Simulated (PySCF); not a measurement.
# Shapes and spin states of CoCl2

All numbers come from BP86/[Co def2-TZVP, Cl def2-TZVP], no relativity, density fitting, PySCF.

Relaxations began from a few typed shapes and spin states; open shells are unrestricted. The search is not exhaustive: other isomers or separated fragments can lie lower, and high-lying points may rest on an excited occupation.

| spin | group | bonds | angles | imaginary modes (cm⁻¹) | ΔE (kJ/mol) | ΔE with ZPE (kJ/mol) |
| --- | --- | --- | --- | --- | --- | --- |
| quartet | D∞h | Co–Cl 2.078 Å (×2) | Cl–Co–Cl 180.0° | none | 0.0 | 0.0 |
| quartet | D∞h | Co–Cl 2.078 Å (×2) | Cl–Co–Cl 180.0° | none | 0.3 | 0.3 |
| broken-symmetry Ms = 1/2 (⟨S²⟩ 1.65) | D∞h | Co–Cl 2.067 Å (×2) | Cl–Co–Cl 180.0° | none | 67.7 | 67.6 |

The lowest minimum found is the quartet D∞h: Co–Cl 2.078 Å (×2); Cl–Co–Cl 180.0°.

Formally Co is in oxidation state +2, d7, with 3 unpaired electrons (the high-spin count). The Mulliken spin on Co is 2.48. The polar-tensor charge on Co, 0.86, is far below the formal one.

For the lowest minimum: with open d or f shells other occupations or spin states may lie lower.

The electron or spin density has lower symmetry than the nuclear frame for the broken-symmetry Ms = 1/2 (⟨S²⟩ 1.65) D∞h at 67.7 kJ/mol.
